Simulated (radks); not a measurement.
The numbers below are computed, except where a source is named.
Sn, 50 electrons, occupied as [Kr] 4d10 5s2 5p2.

Level of theory: scalar-relativistic Kohn-Sham, PBE, spin-unpolarised, spherical densities, point nucleus (a radial shooting solver on a logarithmic mesh with Libxc functionals).

Energy parts (Ry):
total: -12354.40468
kinetic: 12899.15641
electron-nucleus: -29875.38642
Hartree: 4951.35022
exchange-correlation: -329.52489

Orbitals (lengths in bohr, moments of r in powers of bohr; r(90%) holds 90 % of the orbital's charge):
orbital  occ.  eigenvalue (Ry)  r(90%)
1s          2        -2132.509  0.0522
2s          2        -321.9320   0.194
2p          6        -288.9931   0.178
3s          2        -62.12467   0.499
3p          6        -51.36159   0.507
3d         10        -34.79599   0.496
4s          2         -9.84370    1.18
4p          6         -6.59284    1.30
4d         10         -1.89913    1.71
5s          2         -0.77536    3.56
5p          2         -0.27153    5.03

The highest occupied level is 5p at -3.694 eV. The density falls to 0.001 e/bohr^3 at r = 4.73 bohr. Summed over all electrons, <r^2> = 61.60 bohr^2, which gives a Langevin (diamagnetic) susceptibility term of -48.8 x 10^-6 cm^3/mol.
